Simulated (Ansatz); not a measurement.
Ansatz (an electronic-structure program) input (BHLYP/def2-TZVPD):

Ansatz 0.2 input:
```yaml
crystal:
  periodic: [false, false, false]
  atoms:
    - {symbol: Te, position_ang: [0.00213962, -0.29871663, 0.24641400]}
    - {symbol: Cl, position_ang: [-2.40903513, -0.51573162, -0.18505640]}
    - {symbol: Cl, position_ang: [0.00038125, 1.95521778, -0.32968611]}
    - {symbol: Cl, position_ang: [2.40210915, -0.52576471, -0.23899445]}
basis:
  gaussian:
    orbitals: def2-TZVPD
hamiltonian:
  xc: {name: BHLYP}
total_charge: 1
```

Output:

```
Functional definition: BHLYP
integrals: 0.17 GiB planned
1520 factors; their error is unknown
mean field: 1.42 GiB planned
mean field evaluation 1: about -44845.6837 eV, gradient 4.3e1 eV
mean field evaluation 2: about -44834.8658 eV, gradient 8.0e1 eV
mean field evaluation 4: about -44851.3352 eV, gradient 3.8e0 eV
mean field evaluation 8: about -44851.3841 eV, gradient 1.7e-1 eV
mean field evaluation 16: about -44851.8576 eV, gradient 1.2e-3 eV
mean field -44851.85764503 eV, -1648.2753667740 hartree, gradient 3.3e-5 eV, S^2 0.000000; 0 other end points of the search recorded, 0 dependent functions left out
reference -44851.85785399 eV, -1648.2753744529 hartree; 37, 37 occupied and 160, 160 virtual orbitals, 1520 factors
Total energy: -44851.85785399 eV, -1648.2753744529 hartree
```

This state (charge 1, singlet) is run at the relaxed geometry of the species with charge 0 and multiplicity 2.
